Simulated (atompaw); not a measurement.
**Building the PAW (atompaw) potential for Pb (PBE, non-relativistic).**

atompaw 4.2.0.5 input, output lines left out:

```
Pb 82
GGA-PBE loggrid 2001 logderivrange -3 5 201
6 6 5 4 0 0
6 1 2
0 0 0
c
c
c
c
c
v
c
c
c
c
v
c
c
c
c
1
2.25 1.70 2.05 1.40
y
-0.2
n
y
1.45
n
custom polynom2 7 10 vanderbiltortho besselshape
bessel
2.10
2.10
2.25
2.25
```

All-electron outer shells of the reference configuration (PBE, non-relativistic, ld1.x):

```tsv
shell	level (eV)	outermost node (bohr)	outermost maximum (bohr)
5p	-79.99	0.51	0.92
5d	-24.47	0.53	1.06
6s	-9.47	1.13	2.24
6p	-3.68	1.23	2.73
```

(1) Does this generation succeed?

## Answers

(1) No. atompaw 4.2.0.5 stopped with "atompaw: The overlap operator has at least one negative eigenvalue!": the overlap operator built from these waves and projectors is not positive definite.
